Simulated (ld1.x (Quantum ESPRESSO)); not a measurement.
**PBE TM dataset for lithium, fully relativistic all-electron reference.**

* Element: lithium
* Generator: ld1.x (Quantum ESPRESSO) 7.5
* Type: norm-conserving Troullier–Martins (Kleinman–Bylander form)
* Functional: PBE
* Relativity: fully relativistic
* Frozen core: [He]
* Valence charge: 1
* Reference configuration: 2s0.5 2p0.5
* Partial waves: 2s (bound): rc 3.20 bohr; 2p (bound): rc 4.20 bohr; 3d channel at 0.5 Ry: rc 3.55 bohr
* Local potential: the d channel
* Core correction: a·sin(br)/r model core inside 3.10 bohr

Open shells are filled in proportion to 2j + 1 (rel_dist='average').

All-electron outer shells of the reference configuration (PBE, scalar-relativistic, ld1.x):

```
shell  level (eV)  outermost node (bohr)  outermost maximum (bohr)
   1s      -52.63                      –                      0.36
   2s       -3.14                   0.83                      3.12
   2p       -1.35                      –                      3.86
```

Problem. Does the generator finish with these settings?

Solution. Yes, a potential is produced and its reference levels are reproduced.

Problem. Estimate the cutoffs (Ry, on a coarse ladder) from which the occupation-weighted sum of valence levels, in a spherical-Bessel basis at the reference potential, stays within 10 and 1 mRy of its value at 400 Ry.

Solution. 6 Ry and 6 Ry.

Problem. What does a ghost test show?

Solution. No extra level below or beside the all-electron valence levels (s, p1/2, p3/2, d3/2, d5/2, f tested).

Problem. Tests: 2s1 2p0; 2s0.5 2p0; 2s0 2p1. Which has the largest error in its energy relative to the reference configuration, and how large is it?

Solution. 2s0.5 2p0, with +4.7 meV (all-electron minus pseudo) on +1.16 eV.
